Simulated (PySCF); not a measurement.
## A PySCF run on HBr⁺

State: ²Π (doublet), unpaired electrons π ↑.

An equivalent input (the run itself took its basis sets from the Basis Set Exchange, started from a PBE0 density and held the occupation σ 8α 8β, πx 4α 3β, πy 4α 4β, δx 1α 1β, δy 1α 1β):

```python
from pyscf import gto, scf, cc
mol = gto.M(atom='H 0 0 0; Br 0 0 1.463', basis={'H': 'pcseg-1', 'Br': 'pcseg-1'},
            charge=1, spin=1, verbose=4, symmetry='C2v')
mf = scf.UHF(mol)
mf.irrep_nelec = {'A1': (9, 9), 'A2': (1, 1), 'B1': (4, 3), 'B2': (4, 4)}
mf.conv_tol = 1e-9
mf.max_cycle = 60
mf.diis_space = 10
mf.kernel()
mycc = cc.CCSD(mf, frozen=[[0, 1, 2, 3, 4, 5, 6, 7, 8], [0, 1, 2, 3, 4, 5, 6, 7, 8]])
mycc.run(conv_tol=1e-7, conv_tol_normt=1e-5, max_cycle=80, diis_space=8)
et = mycc.ccsd_t()
```

The SCF ended at -2572.26896363 hartree. The coupled-cluster part of the log:

```
******** <class 'pyscf.cc.uccsd.UCCSD'> ********
CC2 = 0
CCSD nocc = (9, 8), nmo = (23, 23)
frozen orbitals [[0, 1, 2, 3, 4, 5, 6, 7, 8], [0, 1, 2, 3, 4, 5, 6, 7, 8]]
max_cycle = 80
direct = 0
conv_tol = 1e-07
conv_tol_normt = 1e-05
diis_space = 8
diis_start_cycle = 0
diis_start_energy_diff = 1e+09
Init t2, MP2 energy = -0.10306600950717
Init E_corr(UCCSD) = -0.103066009507391
cycle = 1  E_corr(UCCSD) = -0.115375611600968  dE = -0.0123096021  norm(t1,t2) = 0.0396749
cycle = 2  E_corr(UCCSD) = -0.118325353965558  dE = -0.00294974236  norm(t1,t2) = 0.0136942
cycle = 3  E_corr(UCCSD) = -0.119746564689825  dE = -0.00142121072  norm(t1,t2) = 0.00588763
cycle = 4  E_corr(UCCSD) = -0.11975514130489  dE = -8.57661506e-06  norm(t1,t2) = 0.0011349
cycle = 5  E_corr(UCCSD) = -0.119741601040232  dE = 1.35402647e-05  norm(t1,t2) = 0.000501482
cycle = 6  E_corr(UCCSD) = -0.119749791289111  dE = -8.19024888e-06  norm(t1,t2) = 0.000207366
cycle = 7  E_corr(UCCSD) = -0.119749286572998  dE = 5.04716113e-07  norm(t1,t2) = 5.49634e-05
cycle = 8  E_corr(UCCSD) = -0.119749252433342  dE = 3.41396559e-08  norm(t1,t2) = 1.25709e-05
cycle = 9  E_corr(UCCSD) = -0.119749345710115  dE = -9.3276773e-08  norm(t1,t2) = 3.76307e-06
UCCSD converged
E(UCCSD) = -2572.388712975049  E_corr = -0.1197493457101153
UCCSD(T) correction = -0.00187819483239745
```

T1 diagnostic 0.005, D1 0.020, 17 electrons correlated.

Repeating this along the bond gives Re = 1.458 Å and ωe = 2443 cm⁻¹.

A point of this curve took 0.54 CPU seconds beside 0.093 for the integrals (shared host).

Correlated steps freeze 9 core orbitals. Spin–orbit coupling is left out. The state is the lowest determinant that a PBE0 search found; another state may lie lower at other levels.
